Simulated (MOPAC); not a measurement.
Input file for MOPAC: AM1 on ClH5SSi (a complex), monomers drawn apart or pushed together.

```
AM1 1SCF PRECISE CHARGE=0 THREADS=1
ClH5SSi

S      1.20144351 1    -0.08017689 1    -0.53455461 1
H     -0.04476525 1    -0.52801572 1    -0.31494729 1
H      0.84537292 1     1.18737266 1    -0.27320004 1
Si     0.15410041 1     0.32161026 1     4.62734309 1
Cl    -1.54095953 1     1.21135374 1     3.82960627 1
H      0.22492721 1    -1.06998773 1     4.14884311 1
H      0.01320294 1     0.35459294 1     6.09728230 1
H      1.33472412 1     1.09603969 1     4.20665505 1
```

The log:

```
*******************************************************************************
 **                                                                           **
 **                              MOPAC v23.2.5                                **
 **                                                                           **
 *******************************************************************************
 ** MOPAC's Digital Object Identifier: https://doi.org/10.5281/zenodo.6511958 **
 **                                                                           **
 ** Please cite the open-source release paper for use of this MOPAC version:  **
 ** J. E. Moussa and J. J. P. Stewart (2026)                                  **
 ** MOPAC: An open-source semiempirical molecular orbital program             **
 ** J. Open Source Softw., 11(119), 8025, https://doi.org/10.21105/joss.08025 **
 *******************************************************************************

                              AM1 CALCULATION RESULTS

 *******************************************************************************
 *  AM1        - The AM1 Hamiltonian to be used
 *
 *
 *
 *                 CHARGE ON SYSTEM = 0
 *
 *
 *
 *  PRECISE    - TIGHTER CRITERIA TO BE USED
 *  1SCF       - DO 1 SCF AND THEN STOP
 *  THREADS=1  - MULTI-THREADING NOT USED
 *  T=         - A TIME OF 172800.0 SECONDS REQUESTED
 *  DUMP=N     - RESTART FILE WRITTEN EVERY 7200.0 SECONDS REQUESTED
 *******************************************************************************
AM1 1SCF PRECISE CHARGE=0 THREADS=1
 ClH5SSi

   ATOM   CHEMICAL          X               Y               Z
  NUMBER   SYMBOL      (ANGSTROMS)     (ANGSTROMS)     (ANGSTROMS)

     1       S          1.20144351  *  -0.08017689  *  -0.53455461  *
     2       H         -0.04476525  *  -0.52801572  *  -0.31494729  *
     3       H          0.84537292  *   1.18737266  *  -0.27320004  *
     4      Si          0.15410041  *   0.32161026  *   4.62734309  *
     5      Cl         -1.54095953  *   1.21135374  *   3.82960627  *
     6       H          0.22492721  *  -1.06998773  *   4.14884311  *
     7       H          0.01320294  *   0.35459294  *   6.09728230  *
     8       H          1.33472412  *   1.09603969  *   4.20665505  *



          CARTESIAN COORDINATES

    NO.       ATOM           X           Y           Z

     1         S          1.2014     -0.0802     -0.5346
     2         H         -0.0448     -0.5280     -0.3149
     3         H          0.8454      1.1874     -0.2732
     4        Si          0.1541      0.3216      4.6273
     5        Cl         -1.5410      1.2114      3.8296
     6         H          0.2249     -1.0700      4.1488
     7         H          0.0132      0.3546      6.0973
     8         H          1.3347      1.0960      4.2067

  H: (AM1): M.J.S. DEWAR ET AL, J. AM. CHEM. SOC. 107 3902-3909 (1985)
 Si: (AM1): M.J.S.DEWAR, C. JIE, ORGANOMETALLICS, 6, 1486-1490 (1987).
  S: (AM1): M.J.S. DEWAR, Y-C YUAN, INORGANIC CHEMISTRY, 29, 3881:3890,  (1990)
 Cl: (AM1): M.J.S. DEWAR AND E. G. ZOEBISCH, THEOCHEM, 180, 1 (1988).

           Empirical Formula: H5 S Si Cl  =     8 atoms



      MOLECULAR POINT GROUP   :   Cs


      RHF CALCULATION, NO. OF DOUBLY OCCUPIED LEVELS = 11


 -------------------------------------------------------------------------------
 AM1 1SCF PRECISE CHARGE=0 THREADS=1
 ClH5SSi



     1SCF WAS SPECIFIED, SO BFGS WAS NOT USED
     SCF FIELD WAS ACHIEVED


                              AM1 CALCULATION
                                                       MOPAC v23.2.5 Linux




          FINAL HEAT OF FORMATION =        -36.21948 KCAL/MOL =    -151.54232 KJ/MOL


          COSMO AREA              =        152.77 SQUARE ANGSTROMS
          COSMO VOLUME            =        139.75 CUBIC ANGSTROMS

          IONIZATION POTENTIAL    =          9.506458 EV
          HOMO LUMO ENERGIES (EV) =         -9.506 -0.506
          NO. OF FILLED LEVELS    =         11
          MOLECULAR WEIGHT        =        100.6380         POINT GROUP:  Cs

          MOLECULAR DIMENSIONS (Angstroms)

            Atom       Atom       Distance
            H     7    S     1     6.75146
           Cl     5    H     8     2.89906
            H     3    H     6     2.53211


          SCF CALCULATIONS        =          1





   ATOM   CHEMICAL          X               Y               Z
  NUMBER   SYMBOL      (ANGSTROMS)     (ANGSTROMS)     (ANGSTROMS)

     1       S          1.20144351  *  -0.08017689  *  -0.53455461  *
     2       H         -0.04476525  *  -0.52801572  *  -0.31494729  *
     3       H          0.84537292  *   1.18737266  *  -0.27320004  *
     4      Si          0.15410041  *   0.32161026  *   4.62734309  *
     5      Cl         -1.54095953  *   1.21135374  *   3.82960627  *
     6       H          0.22492721  *  -1.06998773  *   4.14884311  *
     7       H          0.01320294  *   0.35459294  *   6.09728230  *
     8       H          1.33472412  *   1.09603969  *   4.20665505  *

                             CARTESIAN COORDINATES

   1    S        1.201443510    -0.080176890    -0.534554610
   2    H       -0.044765250    -0.528015720    -0.314947290
   3    H        0.845372920     1.187372660    -0.273200040
   4   Si        0.154100410     0.321610260     4.627343090
   5   Cl       -1.540959530     1.211353740     3.829606270
   6    H        0.224927210    -1.069987730     4.148843110
   7    H        0.013202940     0.354592940     6.097282300
   8    H        1.334724120     1.096039690     4.206655050


           Empirical Formula: H5 S Si Cl  =     8 atoms



      MOLECULAR POINT GROUP   :   Cs


                  EIGENVALUES
 -36.89658 -19.63361 -17.13812 -15.14480 -14.03485 -14.01562 -13.92593 -12.32737
 -11.63005 -11.60744  -9.50646  -0.50569   0.94358   1.06171   1.08971   1.27049
   1.54943


              NET ATOMIC CHARGES AND DIPOLE CONTRIBUTIONS

  ATOM NO.   TYPE          CHARGE      No. of ELECS.   s-Pop       p-Pop
    1          S          -0.112811        6.1128     1.89234     4.22047
    2          H           0.056445        0.9436     0.94356
    3          H           0.056410        0.9436     0.94359
    4         Si           0.793790        3.2062     0.86437     2.34184
    5         Cl          -0.307557        7.3076     1.97970     5.32786
    6          H          -0.161634        1.1616     1.16163
    7          H          -0.162970        1.1630     1.16297
    8          H          -0.161673        1.1617     1.16167
 DIPOLE           X         Y         Z       TOTAL
 POINT-CHG.     1.208    -0.639     0.855     1.613
 HYBRID        -1.332     0.683     0.305     1.528
 SUM           -0.124     0.044     1.160     1.167


          ATOMIC ORBITAL ELECTRON POPULATIONS

     Atom    s        px        py        pz
    1  S   1.89234   1.16119   1.11751   1.94176
    2  H   0.94356
    3  H   0.94359
    4 Si   0.86437   0.72112   0.80735   0.81337
    5 Cl   1.97970   1.57441   1.86477   1.88867
    6  H   1.16163
    7  H   1.16297
    8  H   1.16167

 **********************
 *                    *
 * JOB ENDED NORMALLY *
 *                    *
 **********************




 == MOPAC DONE ==
```

The run finished.

Cost: roughly 0.03 core-seconds.
